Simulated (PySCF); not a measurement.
# Working out the ionisation energy of Cs

Cs [Xe] 6s1 (2S) → Cs+ [Xe] (1S). All numbers are calculated (PySCF 2.14, scalar relativity through the core potential, in def2-TZVPPD with the def2 core potential (46 electrons) (5s4p3d1f, 39 functions)). Frozen: nothing. Energies in hartree (1 hartree = 27.21139 eV):

| part | Cs (lower) | Cs+ (upper) |
| --- | --- | --- |
| UHF | -19.855210 | -19.726911 |
| MP2 opposite-spin | -0.103696 | -0.097697 |
| MP2 same-spin | -0.038042 | -0.032616 |

Question: What does Hartree-Fock give?

Answer: (-19.726911) − (-19.855210) = 0.128299 hartree = 3.491 eV.

Question: What do MP2 and SCS-MP2 (6/5 opposite-spin, 1/3 same-spin) give?

Answer: The opposite-spin parts differ by 0.163 eV and the same-spin parts by 0.148 eV. MP2: 3.491 + (0.163) + (0.148) = 3.802 eV. SCS-MP2: 3.491 + 1.2 × (0.163) + (0.148)/3 = 3.736 eV.

Measured between the centres of the two terms (NIST): 3.894 eV, so MP2 (valence and next inner shell) is off by -0.092 eV.

What remains against the reference includes basis incompleteness and correlation beyond second order.
